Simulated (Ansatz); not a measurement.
Geometry optimisation, Ansatz, DFT PBEsol, scalar-relativistic, plane waves, PAW.

The input (input.yaml):

```yaml
crystal:
  lattice:
    - [0.0, 5.43, 5.43]
    - [5.43, 0.0, 5.43]
    - [5.43, 5.43, 0.0]
  atoms:
    - { symbol: Si, position: [0.0, 0.0, 0.0] }
    - { symbol: Si, position: [0.125, 0.125, 0.125] }
    - { symbol: Si, position: [0.0, 0.0, 0.5] }
    - { symbol: Si, position: [0.125, 0.125, 0.625] }
    - { symbol: Si, position: [0.0, 0.5, 0.0] }
    - { symbol: Si, position: [0.125, 0.625, 0.125] }
    - { symbol: Si, position: [0.0, 0.5, 0.5] }
    - { symbol: Si, position: [0.125, 0.625, 0.625] }
    - { symbol: Si, position: [0.5, 0.0, 0.0] }
    - { symbol: Si, position: [0.625, 0.125, 0.125] }
    - { symbol: Si, position: [0.5, 0.0, 0.5] }
    - { symbol: Si, position: [0.625, 0.125, 0.625] }
    - { symbol: Si, position: [0.5, 0.5, 0.0] }
    - { symbol: Si, position: [0.625, 0.625, 0.125] }
    - { symbol: Si, position: [0.5, 0.5, 0.5] }
    - { symbol: Si, position: [0.625, 0.625, 0.625] }
    - { symbol: Ge, position: [0.2453887, 0.7603437, 0.7459859] }
basis:
  ecutwfc: 420.0
kpoints:
  mp_grid: { grid: [2, 2, 2] }
hamiltonian:
  xc: pbesol
  pseudopotentials: { kind: paw, azcp: { folder: soft_1 } }
scf:
  occupations: { method: fermi_dirac, width: 0.02 }
  lower_state_search: "off"
relax:
  f_tol: 0.03
  max_steps: 60
  adjacent_minimum: "off"
output:
  write_density: true
  write_potential: true
  elf: true
  volumetric_format: npy
```

Command:

```bash
$ ansatz run input.yaml --threads 1 --pin off --max-ram 3072MiB --backend cpu --events-out ev --progress --plain --runs-dir out
```

Task: Where does it end, and by what steps?

Result: It converged. Limits of this set-up: PAW files made for another functional, a small cell, in which the defect meets its images. After 3 steps the energy has fallen by 0.337 eV; Si4 moved furthest, 0.08 Å.

| step | energy less start (eV) | largest force component (eV/Å) | accepted |
| --- | --- | --- | --- |
| 0 | 0.0000 | 1.180 | yes |
| 1 | -0.2961 | 0.425 | yes |
| 2 | -0.3356 | 0.063 | yes |
| 3 | -0.3368 | 0.002 | yes |

```xyz
17
Lattice="0.0000 5.4300 5.4300 5.4300 0.0000 5.4300 5.4300 5.4300 0.0000" Properties=species:S:1:pos:R:3
Si 0.050 -0.003 0.002
Si 1.351 1.364 1.368
Si 2.717 2.665 0.002
Si 4.117 4.028 1.402
Si 2.716 -0.002 2.669
Si 4.115 1.395 4.034
Si 5.433 2.711 2.718
Si 6.749 4.029 4.033
Si 0.001 2.714 2.716
Si 1.351 4.062 4.066
Si 2.718 5.427 2.765
Si 4.083 6.794 4.066
Si 2.716 2.759 5.431
Si 4.082 4.063 6.796
Si 5.384 5.428 5.431
Si 6.749 6.825 6.830
Ge 8.148 5.426 5.433
```

Time of the run: 35 s on 1 thread of Arm Neoverse V1, on a shared host, peak memory 0.55 GiB.
